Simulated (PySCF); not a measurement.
SMILES [GeH3][GeH2][GeH2] (H₇Ge₃), doublet, CAM-B3LYP/def2-SVP optimised geometry.

```
10

Ge     0.46    -1.06     0.00
Ge    -0.47     1.17     0.00
Ge     0.15     2.44    -1.98
H     -0.02    -1.91    -1.19
H      2.01    -1.06     0.00
H     -2.01     1.07     0.08
H      0.02     1.91     1.26
H     -0.47     3.85    -1.95
H     -0.34     1.72    -3.24
H      1.68     2.58    -2.06
```

Density from PySCF 2.14.0 with unrestricted CAM-B3LYP/def2-TZVP at that geometry.

Minimum of the electron density along straight lines between bonded atoms, close to the bond critical point (lines longer than 1.1 times the sum of covalent radii, or with two minima, are not listed):

```csv
bond,length / Å,ρ at the minimum / e bohr⁻³,∇²ρ there / e bohr⁻⁵,position (fraction from the first atom)
Ge1–Ge2,2.422,0.085,?,0.51
Ge2–Ge3,2.432,0.086,?,0.50
Ge1–H4,1.544,0.130,0.05,0.59
Ge1–H5,1.544,0.130,0.05,0.59
Ge2–H6,1.538,0.132,0.06,0.59
Ge2–H7,1.538,0.132,0.06,0.59
Ge3–H8,1.538,0.132,0.06,0.59
Ge3–H9,1.536,0.133,0.06,0.59
Ge3–H10,1.536,0.133,0.06,0.59
```

### Question
What belongs in the gaps?

### Answer

- Ge1–Ge2, ∇²ρ there / e bohr⁻⁵: -0.08
- Ge2–Ge3, ∇²ρ there / e bohr⁻⁵: -0.09
